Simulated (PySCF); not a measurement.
Numbering as in the mapped SMILES `[CH3:1][S:2]/[C:3]([BH:4][F:5])=[CH:6]\[F:7]`. Each H is labelled by its parent atom.

Geometry: PBE0-D3(BJ)/def2-SVP; GIAO shifts from PySCF 2.14.0 with density-fitted response routines, gas phase, non-relativistic, averaged over equivalent atoms.

At HF/pcSseg-1 (151 basis functions, 6.4 s wall time on 1 thread of an Arm Neoverse V1, shared host):
```tsv
atoms	δ (ppm)
C6	175.2
C3	123.2
C1	16.4
S2	-85.1
B4	46.5
F5	-20.8
F7	-49.0
H(C6)	6.87
H(B4)	4.56
H(C1)	2.30
```

Scale: TMS for $^{13}$C (σref 190.85) and $^{1}$H (σref 31.69); CS2 for $^{33}$S (σref 513.52); BF3·OEt2 for $^{11}$B (σref 115.29); $^{19}$F (σref 246.35) vs CFCl3 (reference shieldings calculated alike).

Predict the values at mPW1PW91/pcSseg-1 on the same geometry.

Answers


| atoms | δ at mPW1PW91/pcSseg-1 | change |
| --- | --- | --- |
| C6 | 174.7 | -0.5 |
| C3 | 127.3 | +4.1 |
| C1 | 18.3 | +1.9 |
| S2 | -24.4 | +60.7 |
| B4 | 46.6 | +0.1 |
| F5 | -27.8 | -7.0 |
| F7 | -54.7 | -5.7 |
| H(C6) | 6.86 | -0.01 |
| H(B4) | 4.92 | +0.36 |
| H(C1) | 2.37 | +0.07 |

Shifts are taken against calculated references (same method and geometry level): $^{13}$C (183.54 ppm) and $^{1}$H (31.32 ppm) against TMS; $^{33}$S (492.68 ppm) vs CS2; $^{11}$B (100.80 ppm) against BF3·OEt2; $^{19}$F (177.88 ppm) against CFCl3.

The largest change is at S2 (sulfide sulfur). Cost: 151 basis functions, 12 s wall time on 1 thread of an Arm Neoverse V1, shared host. The order of the carbon signals is the same at both levels.

A carbon bonded to boron is broadened by the quadrupolar boron nucleus and is often missing from a measured spectrum. Unscaled 19F shifts against computed CFCl3 carry errors that often reach 10 to 50 ppm.
